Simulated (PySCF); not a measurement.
SMILES [Al]([SH])([F])[OH] (B3LYP/def2-SVP optimised geometry):

```
6

Al    -0.597    -0.592     0.000
F     -1.468    -2.008    -0.002
O      1.095    -0.592     0.000
H      1.670    -1.363     0.007
S     -1.670     1.296     0.000
H     -0.517     2.008     0.000
```

Calculation: B3LYP/def2-TZVP run with PySCF.

Question: What are the frontier orbital energies and the dipole moment?

Answer: HOMO-2 -9.45 eV, HOMO-1 -9.22 eV, HOMO -7.69 eV, LUMO -1.13 eV, LUMO+1 -0.17 eV; dipole moment 1.75 D.

On the same geometry PySCF with PBE/def2-TZVP gives HOMO-2 -8.17 eV, HOMO-1 -8.01 eV, HOMO -6.72 eV, LUMO -1.67 eV, LUMO+1 -0.71 eV; dipole moment 1.74 D.

Meta-Löwdin charges at B3LYP/def2-TZVP: Al1 1.17, F2 -0.54, O3 -0.78, H4 0.36, S5 -0.33, H6 0.12.
